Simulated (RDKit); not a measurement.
Input for RDKit: UFF on FH3Si (SMILES F[SiH3]).

```python
from rdkit import Chem
from rdkit.Chem import AllChem, rdDetermineBonds

blocks = [
'''5

Si   -0.04233083    0.00111387   -0.00933958
F     1.52551595   -0.04013238    0.33675263
H    -0.38343754    1.36893328   -0.45037775
H    -0.30447699   -0.97414930   -1.08727127
H    -0.79537059   -0.35576548    1.21023597
''',
]
mol = None
for b in blocks:
    f = Chem.MolFromXYZBlock(b)
    rdDetermineBonds.DetermineBonds(f, charge=0)
    mol = f if mol is None else Chem.CombineMols(mol, f)
Chem.SanitizeMol(mol)
print(Chem.MolToSmiles(Chem.RemoveHs(mol)))
ff = AllChem.UFFGetMoleculeForceField(mol, vdwThresh=100.0, ignoreInterfragInteractions=False)
e = ff.CalcEnergy()
print(f'UFF energy {e:.6f} kcal/mol')
```

Program output:

```
F[SiH3]
UFF energy 1.876270 kcal/mol
```

The run finished.

Cost: around 0.010 core-seconds (rough).
